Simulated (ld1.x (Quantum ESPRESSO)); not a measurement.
**Scattering properties, TM potential for Ir (Z = 77)**

ld1.x (Quantum ESPRESSO) 7.5 input, shortened:

```
&input
   title='Ir', zed=77., rel=1, dft='PBE', iswitch=3,
   config='[Xe] 4f14 5d7 6s0 6p0'
 /
 &inputp
   pseudotype=2, tm=.true., lloc=1,
   nlcc=.true., new_core_ps=.true.
 /
3
5S  1  0   2.00   0.00  1.60  1.60  0.0
5D  3  2   7.00   0.00  2.15  2.15  0.0
5P  2  1   6.00   0.00  1.15  1.15  0.0
 &test
   configts(1)='5s2 5p6 5d7 6s0 6p0'
 /
```

The phase is arctan(r·u′/u) with u = r·R(r), unwrapped; energies in Ry, scanned from -11 to 5 Ry. A pole is an energy at which the radial function vanishes at the test radius. The pseudo phase is shifted by a multiple of π to meet the all-electron one at the reference energy, and phase errors are pseudo minus all-electron; the curves can meet again beyond the range given. Levels narrower than the energy grid can be missing from the lists of poles.

```tsv
channel	radius (bohr)	reference energy (Ry)	poles, all-electron	poles, pseudo	unbroken range about the reference energy with phases within 0.05 rad	phase error 1 Ry above the reference energy (rad)
s	2.34	-8.50	-8.47, 1.73	-8.47, 0.89	below -2.7	-0.000
p	2.34	-5.32	-5.20, 3.87	-5.20, 3.73	the whole range	-0.000
d	2.34	-1.79	-1.12	-1.12	the whole range	-0.000
```

Phases in the s channel:

```json
{"E (Ry)": "-11.00", "all-electron": "1.420", "pseudo": "1.420"}
{"E (Ry)": "-10.52", "all-electron": "1.415", "pseudo": "1.415"}
{"E (Ry)": "-10.04", "all-electron": "1.409", "pseudo": "1.408"}
{"E (Ry)": "-9.56", "all-electron": "1.400", "pseudo": "1.400"}
{"E (Ry)": "-9.08", "all-electron": "1.385", "pseudo": "1.385"}
{"E (Ry)": "-8.60", "all-electron": "1.244", "pseudo": "1.244"}
{"E (Ry)": "-8.12", "all-electron": "-1.725", "pseudo": "-1.725"}
{"E (Ry)": "-7.64", "all-electron": "-1.747", "pseudo": "-1.748"}
{"E (Ry)": "-7.16", "all-electron": "-1.761", "pseudo": "-1.761"}
{"E (Ry)": "-6.68", "all-electron": "-1.774", "pseudo": "-1.774"}
{"E (Ry)": "-6.20", "all-electron": "-1.788", "pseudo": "-1.789"}
{"E (Ry)": "-5.72", "all-electron": "-1.805", "pseudo": "-1.806"}
{"E (Ry)": "-5.24", "all-electron": "-1.825", "pseudo": "-1.827"}
{"E (Ry)": "-4.76", "all-electron": "-1.850", "pseudo": "-1.853"}
{"E (Ry)": "-4.28", "all-electron": "-1.883", "pseudo": "-1.888"}
{"E (Ry)": "-3.80", "all-electron": "-1.929", "pseudo": "-1.937"}
{"E (Ry)": "-3.32", "all-electron": "-1.998", "pseudo": "-2.014"}
{"E (Ry)": "-2.84", "all-electron": "-2.110", "pseudo": "-2.146"}
{"E (Ry)": "-2.36", "all-electron": "-2.323", "pseudo": "-2.424"}
{"E (Ry)": "-1.88", "all-electron": "-2.798", "pseudo": "-3.090"}
{"E (Ry)": "-1.40", "all-electron": "-3.610", "pseudo": "-3.933"}
{"E (Ry)": "-0.92", "all-electron": "-4.155", "pseudo": "-4.332"}
{"E (Ry)": "-0.44", "all-electron": "-4.400", "pseudo": "-4.510"}
{"E (Ry)": "0.04", "all-electron": "-4.526", "pseudo": "-4.609"}
{"E (Ry)": "0.52", "all-electron": "-4.602", "pseudo": "-4.674"}
{"E (Ry)": "1.00", "all-electron": "-4.655", "pseudo": "-4.723"}
{"E (Ry)": "1.48", "all-electron": "-4.695", "pseudo": "-4.766"}
{"E (Ry)": "1.96", "all-electron": "-4.728", "pseudo": "-4.806"}
{"E (Ry)": "2.44", "all-electron": "-4.757", "pseudo": "-4.851"}
{"E (Ry)": "2.92", "all-electron": "-4.784", "pseudo": "-4.906"}
{"E (Ry)": "3.40", "all-electron": "-4.811", "pseudo": "-4.987"}
{"E (Ry)": "3.88", "all-electron": "-4.840", "pseudo": "-5.132"}
{"E (Ry)": "4.36", "all-electron": "-4.873", "pseudo": "-5.495"}
{"E (Ry)": "4.84", "all-electron": "-4.914", "pseudo": "-6.535"}
```
